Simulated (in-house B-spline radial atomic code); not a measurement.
A fraction x of an electron is removed from 3d in Mo²⁺, starting from [Kr] 4d4 and keeping the highest spin. Computed with an all-electron radial atomic-structure program (B-spline basis): scalar-relativistic (X2C) PBE, spin-polarised, spherical fractional occupations, Fermi nucleus of rms radius 4.4091 fm.

| x | E(x) - E(0) (eV) | 3d down level (eV) |
| --- | --- | --- |
| 0 | 0.0000 | -238.881 |
| 0.05 | 11.9851 | -240.524 |
| 0.22 | 53.3523 | -246.164 |
| 0.29 | ? | ? |
| 0.4 | 98.2060 | -252.225 |
| 0.5 | ? | ? |
| 0.58 | 144.1589 | -258.377 |
| 0.67 | 167.5524 | -261.485 |
| 0.82 | 207.1665 | -266.712 |
| 1 | 255.7447 | -273.060 |

Question: What belongs in the row x = 0.29?

Answer: An energy change of 70.6658 eV; 3d down at -248.510 eV.

Question: What belongs in the row x = 0.5?

Answer: An energy change of 123.5986 eV; 3d down at -255.632 eV.

Question: Check Janak's theorem between x = 0.05 and 0.22.

Answer: The slope of the energy is 243.34 eV; the orbital levels give 243.34 eV (-ε of the emptying orbital, averaged over the two points).
